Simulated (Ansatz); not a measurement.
BeCl, doublet, at a GFN2-xTB geometry (such geometries of metal compounds can be far from the true shape) (the spin is typed, not shown lowest); Ansatz (a first-principles code) with PBE0/def2-TZVP.

Here is a job for Ansatz.
Ansatz 0.2 input:
```yaml
crystal:
  periodic: [false, false, false]
  atoms:
    - {symbol: Be, position_ang: [-0.00000000, -0.00000000, -1.43832708]}
    - {symbol: Cl, position_ang: [0.00000000, 0.00000000, 0.33842990]}
basis:
  gaussian:
    orbitals: def2-TZVP
hamiltonian:
  xc: pbe0
magnetization: {spin_polarized: true, initial_magnetization: 1}
```

It wrote (shortened):

```
Functional definition: PBE0
409 factors; their error is unknown
mean field evaluation 1: about -12918.9109 eV, gradient 9.9e0 eV
mean field evaluation 2: about -12918.9981 eV, gradient 1.1e1 eV
mean field evaluation 4: about -12919.5774 eV, gradient 4.6e-1 eV
mean field evaluation 8: about -12919.6162 eV, gradient 5.8e-2 eV
mean field -12919.61618653 eV, -474.7871376246 hartree, gradient 5.6e-5 eV, S^2 0.751452; 0 other end points of the search recorded, 0 dependent functions left out
reference -12919.61621812 eV, -474.7871387856 hartree; 11, 10 occupied and 45, 46 virtual orbitals, 409 factors
Total energy: -12919.61621812 eV, -474.7871387856 hartree
```
